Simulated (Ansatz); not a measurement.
Reaction (formal exchange of groups at a Ga–Si bond): `S[SiH2][GaH][I]` + `CF` → `F[CH2][GaH][I]` + `[SiH3]S`

Computed with Ansatz on PBE0-D4/def2-TZVP structures; ΔE is electronic, products minus reactants. CBS: MP2 limit from def2 TZ/QZ plus the TZ coupled-cluster correction, frozen cores. This one scheme is used for every species. Functionals use def2-TZVPP. HSE06 is defined as in plane-wave codes. def2 core potentials past Kr. For Ga, I outer-core shells are correlated without core-valence functions, which leaves a few kJ/mol of doubt a bond. Scalar relativity is left out up to krypton. Each species was taken in one conformer, which may not be the lowest.

CCSD(T)/CBS gives +52.5 kJ/mol.

(1) Another level gave +45.2 kJ/mol. Which?
A. r2SCAN0/def2-TZVPP
B. HSE06-D4/def2-TZVPP
C. HF/def2-TZVPP
D. BHLYP/def2-TZVPP

Largest T1 diagnostic among the species: 0.012.

Answers

(1) D. BHLYP 45.2, HF/def2-TZVPP 40.7, r2SCAN0 52.6, HSE06-D4 60.0 kJ/mol.

At CCSD(T), def2-SVP lies −3.4 kJ/mol from the extrapolated value and def2-TZVPP −2.7 kJ/mol. The D4 term adds +9.3 kJ/mol with B3LYP and +5.2 kJ/mol with PBE0; it sums over pairs of atoms, weighted by their polarisabilities, and B3LYP, whose exchange is more repulsive, gets the larger term.

CCSD(T)/CBS has its own doubt, a few kJ/mol and more with outer-core shells, so smaller differences from it don't rank the levels.

B3LYP here is the variant with VWN-RPA as its local correlation; programs differ in this.
